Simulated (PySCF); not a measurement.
Se(Br)(OSiH3), SMILES [SiH3]O[Se]Br (H₃BrOSeSi), singlet (PBE0/def2-SVP optimised geometry):

```
7

Se    -0.569     1.735     1.292
Br    -2.033     1.150     3.006
O     -1.037     0.592     0.000
Si    -0.455    -1.003     0.000
H      1.037    -1.003     0.000
H     -0.984    -1.605    -1.253
H     -0.962    -1.735     1.196
```

Calculation: PBE0/def2-TZVP run with PySCF 2.14.0.

### Question
What are the frontier orbital energies and the dipole moment?

### Answer
HOMO-2 -9.07 eV, HOMO-1 -8.86 eV, HOMO -6.70 eV, LUMO -2.43 eV, LUMO+1 -1.59 eV; dipole moment 1.22 D.

On the same geometry PySCF 2.14.0 with PBE/def2-TZVP gives HOMO-2 -7.68 eV, HOMO-1 -7.56 eV, HOMO -5.46 eV, LUMO -3.27 eV, LUMO+1 -2.54 eV; dipole moment 1.16 D.

Meta-Löwdin charges at PBE0/def2-TZVP: Se1 0.45, Br2 -0.15, O3 -0.73, Si4 0.71, H5 -0.10, H6 -0.09, H7 -0.10.
